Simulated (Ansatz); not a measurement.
`[NH]=[Ta]([Cl])([Cl])[Cl]` and `[NH]=[V]([Cl])([Cl])[Cl]` differ in one element.

Ansatz, PBE0-D4/def2-TZVP geometries, multiplicity 1. Each molecule was computed in one conformer, which needn't be the lowest.

Elements past krypton have def2 core potentials. Scalar relativity is left out up to krypton.

```tsv
property	`[NH]=[Ta]([Cl])([Cl])[Cl]`
size of the dipole moment (ωB97M-V/def2-TZVPP) / D	1.04
LUMO energy (ωB97M-V/def2-TZVPP) / eV	-0.23
HOMO energy (PBE0/def2-TZVPP) / eV	-8.59
size of the dipole moment (B3LYP/def2-TZVPP) / D	1.01
HOMO energy (B3LYP/def2-TZVPP) / eV	-8.31
HOMO energy (PBE/def2-TZVPP) / eV	-7.24
```

(1) What does the change do to each property? (Estimate.)

## Answers

(1) Ansatz gave: 
```json
{"property": "size of the dipole moment (ωB97M-V/def2-TZVPP) / D", "`[NH]=[V]([Cl])([Cl])[Cl]`": "2.52", "shift": "1.48"}
{"property": "LUMO energy (ωB97M-V/def2-TZVPP) / eV", "`[NH]=[V]([Cl])([Cl])[Cl]`": "-1.62", "shift": "-1.39"}
{"property": "HOMO energy (PBE0/def2-TZVPP) / eV", "`[NH]=[V]([Cl])([Cl])[Cl]`": "-8.89", "shift": "-0.30"}
{"property": "size of the dipole moment (B3LYP/def2-TZVPP) / D", "`[NH]=[V]([Cl])([Cl])[Cl]`": "2.26", "shift": "1.25"}
{"property": "HOMO energy (B3LYP/def2-TZVPP) / eV", "`[NH]=[V]([Cl])([Cl])[Cl]`": "-8.61", "shift": "-0.30"}
{"property": "HOMO energy (PBE/def2-TZVPP) / eV", "`[NH]=[V]([Cl])([Cl])[Cl]`": "-7.50", "shift": "-0.26"}
```

With PBE0 the HOMO falls by 0.30 eV and the LUMO falls by 1.47 eV, so the gap narrows by about 1.17 eV. PBE moves the HOMO by -0.26 eV and ωB97M-V by -0.28 eV. Dipoles are sizes alone; their direction can turn.

B3LYP here is the variant with VWN-RPA as its local correlation; programs differ in this.
